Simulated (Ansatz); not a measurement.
Isolated molecules relaxed with PBE0-D4/def2-TZVP in Ansatz; ΔE leaves out vibrations. CBS: MP2 limit from def2 TZ/QZ plus the TZ coupled-cluster correction, frozen cores. Functionals use def2-TZVPP. B3LYP here is the variant with VWN-RPA as its local correlation; programs differ in this. Elements past krypton have def2 core potentials. For Ge, Sn outer-core shells are correlated without core-valence functions, which leaves a few kJ/mol of doubt a bond. Scalar relativity is left out up to krypton. One conformer a species, not always the lowest.

Consider the redistribution: `OC[CH2][SnH3]` + `[SiH3][AlH][GeH3]` → `[SiH3][AlH][SnH3]` + `OC[CH2][GeH3]`.

`OC[CH2][SnH3]`:

Z-matrix (Å, degrees):
```
C
C 1 1.507
O 1 1.417 2 108.3
H 1 1.100 2 110.2 3 -120.9
H 1 1.100 2 110.2 3 120.9
Sn 2 2.148 1 112.9 3 -179.9
H 2 1.093 1 110.1 3 59.3
H 2 1.093 1 110.1 3 -59.2
H 3 0.961 1 108.6 2 -180.0
H 6 1.710 2 110.0 1 60.2
H 6 1.710 2 110.0 1 -59.5
H 6 1.707 2 109.8 1 -179.7
```

`[SiH3][AlH][GeH3]`:

```xyz
10

Si    1.061   -0.385   -1.821
Al    0.523    0.869    0.222
Ge   -1.270    0.008    1.705
H     1.452   -1.784   -1.479
H     2.164    0.211   -2.625
H    -0.143   -0.475   -2.699
H     1.296    2.206    0.599
H    -0.948   -1.421    2.191
H    -2.612   -0.093    0.948
H    -1.524    0.865    2.960
```

`[SiH3][AlH][SnH3]`:

Z-matrix (Å, degrees):
```
Si
Al 1 2.456
H 1 1.489 2 114.3
H 1 1.492 2 109.8 3 121.3
H 1 1.492 2 109.8 3 -121.4
Sn 2 2.662 1 119.8 3 -179.6
H 2 1.590 1 121.6 3 0.4
H 6 1.713 2 111.9 1 119.6
H 6 1.713 2 112.0 1 -121.3
H 6 1.712 2 113.4 1 -0.8
```

`OC[CH2][GeH3]`:

Z-matrix (Å, degrees):
```
C
C 1 1.508
O 1 1.416 2 108.3
H 1 1.100 2 110.0 3 -120.9
H 1 1.100 2 110.0 3 120.9
Ge 2 1.959 1 113.1 3 -180.0
H 2 1.093 1 109.8 3 58.9
H 2 1.093 1 109.8 3 -58.8
H 3 0.960 1 108.6 2 -180.0
H 6 1.540 2 110.4 1 60.1
H 6 1.540 2 110.4 1 -59.8
H 6 1.537 2 110.0 1 -179.8
```

| level | ΔE (kJ/mol) | difference from CCSD(T)/CBS |
| --- | --- | --- |
| PBE-D4 | -20.4 | 1.8 |
| PBE0-D4 | -22.8 | -0.6 |
| B3LYP-D4 | -21.3 | 0.9 |
| ωB97M-V | -21.6 | 0.6 |
| B2PLYP | -22.4 | -0.2 |
| PBE | -20.8 | 1.4 |
| r2SCAN | -21.8 | 0.4 |
| B3LYP | -21.9 | 0.3 |
| HF/def2-TZVPP | -27.8 | -5.6 |
| MP2/def2-TZVPP | -23.1 | -0.9 |
| SCS-MP2/def2-TZVPP | -22.8 | -0.6 |
| CCSD(T)/def2-TZVPP | -21.2 | 1.0 |
| HF/def2-QZVPP | -26.9 | -4.7 |
| SCS-MP2/def2-QZVPP | -23.3 | -1.1 |
| HF/CBS(def2) | -26.8 | -4.6 |
| CCSD/CBS(def2) | -23.2 | -1.0 |
| CCSD(T)/CBS | -22.2 | 0 |

Largest T1 diagnostic among the species: 0.014.

In def2-TZVPP, CCSD(T) changes the Hartree–Fock value by +6.6 kJ/mol (the triples alone add +1.1 kJ/mol) and MP2 by +4.7 kJ/mol.
